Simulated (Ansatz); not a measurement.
`O/C=N/[AsH2]` + H₂O → `O[AsH2]` + `N=CO` at 500 K and 1 bar (formal hydrolysis of the As–N bond).

Program: Ansatz. Geometries: PBE0-D4/def2-TZVP. ΔE: electronic, gas phase. CCSD(T)/CBS is the MP2 limit (def2-TZVPP, def2-QZVPP) plus CCSD(T) − MP2 in def2-TZVPP, frozen cores. This one scheme is used for every species. For As outer-core shells are correlated without core-valence functions, which leaves a few kJ/mol of doubt a bond. Scalar relativity is left out up to krypton. Each species was taken in one conformer, which may not be the lowest.

```
       species  CCSD(T)/CBS energy (Eh)  H − E (kJ/mol)  S (J/(mol·K))
`O/C=N/[AsH2]`              -2405.31232           172.8          362.0
           H₂O                -76.37941            73.2          206.3
     `O[AsH2]`              -2311.97217           101.4          296.8
        `N=CO`               -169.71775           145.0          280.5
```

H − E and S are ideal-gas, rigid-rotor, harmonic terms from PBE0-D4/def2-TZVP, for one conformer and one mirror image of each species. 1 Eh = 2625.50 kJ/mol, R = 8.31446 J/(mol·K).

Problem. By hand: ΔE, ΔH, ΔS and ΔG.

Solution. ΔE = (-2311.97217) + (-169.71775) − (-2405.31232) − (-76.37941) = 0.00181 Eh = 4.8 kJ/mol. Δ(H − E) = 101.4 + 145.0 − 172.8 − 73.2 = 0.4, so ΔH = 5.2 kJ/mol. ΔS = 296.8 + 280.5 − 362.0 − 206.3 = 9.0 J/(mol·K). ΔG = 5.2 − 500 × (9.0)/1000 = 0.7 kJ/mol.

Problem. By hand: the equilibrium constant, and the temperature at which ΔG would vanish if ΔH and ΔS stayed fixed.

Solution. log₁₀ K = −ΔG/(RT ln 10) = -0.1. ΔG = 0 at ΔH/ΔS = 578 K, though so small a ΔH makes that figure unsure.

TΔS isn't small against ΔH here. The sign of ΔG lies within the doubt. A doubt of 5 kJ/mol in ΔE shifts log₁₀ K by 0.5 here. Other conformers and mirror images would add mixing entropy, several J/(mol·K) or more a flexible species. These are equilibria of isolated gas molecules and say nothing of rates. Largest T1 diagnostic: 0.014 (customary marks: 0.02 for closed shells, 0.045 for open ones).
